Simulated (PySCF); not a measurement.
Compound: C2H4OSSi.
Numbering: `[SiH3:1][O:2][CH:3]=[C:4]=[S:5]` (hydrogens: H6, H7, H8 on Si1; H9 on C3)

The same species was optimised twice, with GFN2-xTB and with PBE0-D3(BJ)/def2-SVP (PySCF), and the same property calculations (PySCF, gas phase) were run on both structures.

```csv
coordinate,GFN2-xTB,PBE0-D3(BJ)/def2-SVP,change
Si1–O2 (Å),1.632,1.685,+0.053
Si1–H7 (Å),1.453,1.485,+0.032
Si1–H6 (Å),1.463,1.492,+0.029
Si1–H8 (Å),1.464,1.492,+0.028
C3=C4 (Å),1.305,1.324,+0.019
C3–H9 (Å),1.086,1.096,+0.010
C4=S5 (Å),1.560,1.564,+0.004
O2–C3 (Å),1.352,1.355,+0.003
O2–Si1–H7 (°),97.6,104.9,+7.3
Si1–O2–C3 (°),130.8,125.9,-4.9
H7–Si1–H8 (°),114.5,111.1,-3.4
H6–Si1–H7 (°),114.3,111.1,-3.2
C3–C4–S5 (°),177.5,179.0,+1.5
O2–C3–H9 (°),113.5,114.7,+1.2
O2–C3–C4 (°),127.4,126.7,-0.7
H6–Si1–H8 (°),108.9,109.4,+0.5
Si1–O2–C3–C4 (°),0,0,0
```

Rotational constants: A = 8297, B = 1466, C = 1263 MHz (GFN2-xTB) against A = 7478, B = 1541, C = 1297 MHz (PBE0-D3(BJ)/def2-SVP). Point groups within 0.08 Å: Cs and Cs.

On the GFN2-xTB structure: lowest singlet, TDDFT (eV) 1.63 [PBE0/def2-SVPD]; lowest triplet, Tamm–Dancoff (eV) 1.19 [PBE0/def2-SVPD]; isotropic polarisability (au) 75.9 [PBE0/def2-SVPD]; HOMO (eV) -6.16 [PBE0/def2-SVPD]; LUMO (eV) -2.77 [PBE0/def2-SVPD]; dipole (D) 0.72 [PBE0/def2-SVPD]; HOMO (eV) -6.12 [PBE0/pcSseg-1]; LUMO (eV) -2.73 [PBE0/pcSseg-1]; dipole (D) 0.72 [PBE0/pcSseg-1]; GIAO shielding of Si1 (ppm) 379.3 [PBE0/pcSseg-1]; GIAO shielding of O2 (ppm) 345.1 [PBE0/pcSseg-1]; GIAO shielding of C3 (ppm) 57.5 [PBE0/pcSseg-1]; GIAO shielding of C4 (ppm) -179.8 [PBE0/pcSseg-1]; GIAO shielding of S5 (ppm) -424.0 [PBE0/pcSseg-1].

Q: What do these properties become on the PBE0-D3(BJ)/def2-SVP structure?

A: 
```json
{"property": "lowest singlet, TDDFT (eV)", "level": "PBE0/def2-SVPD", "on GFN2-xTB": "1.63", "on PBE0-D3(BJ)/def2-SVP": "1.56", "change": "-0.07"}
{"property": "lowest triplet, Tamm–Dancoff (eV)", "level": "PBE0/def2-SVPD", "on GFN2-xTB": "1.19", "on PBE0-D3(BJ)/def2-SVP": "1.13", "change": "-0.06"}
{"property": "isotropic polarisability (au)", "level": "PBE0/def2-SVPD", "on GFN2-xTB": "75.9", "on PBE0-D3(BJ)/def2-SVP": "77.1", "change": "+1.2"}
{"property": "HOMO (eV)", "level": "PBE0/def2-SVPD", "on GFN2-xTB": "-6.16", "on PBE0-D3(BJ)/def2-SVP": "-6.10", "change": "+0.06"}
{"property": "LUMO (eV)", "level": "PBE0/def2-SVPD", "on GFN2-xTB": "-2.77", "on PBE0-D3(BJ)/def2-SVP": "-2.78", "change": "-0.01"}
{"property": "dipole (D)", "level": "PBE0/def2-SVPD", "on GFN2-xTB": "0.72", "on PBE0-D3(BJ)/def2-SVP": "0.74", "change": "+0.02"}
{"property": "energy, GFN2-xTB geometry as zero (kcal/mol)", "level": "PBE0/def2-SVPD", "on GFN2-xTB": "0.0", "on PBE0-D3(BJ)/def2-SVP": "-3.2", "change": "-3.2"}
{"property": "HOMO (eV)", "level": "PBE0/pcSseg-1", "on GFN2-xTB": "-6.12", "on PBE0-D3(BJ)/def2-SVP": "-6.07", "change": "+0.05"}
{"property": "LUMO (eV)", "level": "PBE0/pcSseg-1", "on GFN2-xTB": "-2.73", "on PBE0-D3(BJ)/def2-SVP": "-2.75", "change": "-0.02"}
{"property": "dipole (D)", "level": "PBE0/pcSseg-1", "on GFN2-xTB": "0.72", "on PBE0-D3(BJ)/def2-SVP": "0.73", "change": "+0.01"}
{"property": "energy, GFN2-xTB geometry as zero (kcal/mol)", "level": "PBE0/pcSseg-1", "on GFN2-xTB": "0.0", "on PBE0-D3(BJ)/def2-SVP": "-2.4", "change": "-2.4"}
{"property": "GIAO shielding of Si1 (ppm)", "level": "PBE0/pcSseg-1", "on GFN2-xTB": "379.3", "on PBE0-D3(BJ)/def2-SVP": "375.8", "change": "-3.5"}
{"property": "GIAO shielding of O2 (ppm)", "level": "PBE0/pcSseg-1", "on GFN2-xTB": "345.1", "on PBE0-D3(BJ)/def2-SVP": "345.3", "change": "+0.2"}
{"property": "GIAO shielding of C3 (ppm)", "level": "PBE0/pcSseg-1", "on GFN2-xTB": "57.5", "on PBE0-D3(BJ)/def2-SVP": "51.8", "change": "-5.7"}
{"property": "GIAO shielding of C4 (ppm)", "level": "PBE0/pcSseg-1", "on GFN2-xTB": "-179.8", "on PBE0-D3(BJ)/def2-SVP": "-195.1", "change": "-15.3"}
{"property": "GIAO shielding of S5 (ppm)", "level": "PBE0/pcSseg-1", "on GFN2-xTB": "-424.0", "on PBE0-D3(BJ)/def2-SVP": "-474.2", "change": "-50.2"}
```

The heavy atoms differ by 0.062 Å rms after alignment. Among all bonds Si1–O2 changes most (+0.053 Å). Changes are differences of the printed values. Neither structure is proved a minimum here.

The values belong to the conformer `[SiH3:1][O:2][CH:3]=[C:4]=[S:5]`: Si1–O2–C3–C4 0°.
